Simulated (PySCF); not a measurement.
Computed shifts of a molecule C2H7BClNO, PBE0/pcSseg-1 (PySCF), GIAO, gas phase, equivalent atoms averaged, in ppm (number of nuclei): ¹⁵N: 79.7 (1). ¹³C: 54.1 (1), 33.5 (1). ¹H: 3.82 (3), 3.15 (3), 2.50 (1). References: ¹¹B against BF3 (σ = 88.8 ppm); ³⁵Cl against HCl (σ = 945.9 ppm); ¹⁵N against NH3 (σ = 267.4 ppm); ¹³C against TMS (σ = 186.3 ppm); ¹H against TMS (σ = 31.56 ppm); ¹⁷O against H2O (σ = 334.2 ppm), references at their B3LYP-D3(BJ)/def2-TZVP geometries, non-relativistic (without spin–orbit terms, shifts of atoms bonded to Cl or Br come out too high). Geometry: B3LYP-D3(BJ)/def2-SVP. The values are those of a single conformer.

### Question
Which molecule gave these data?
A) CNB(Cl)OC
B) CCOB(N)Cl
C) CN(C)B(O)Cl

### Answer
A, CNB(Cl)OC
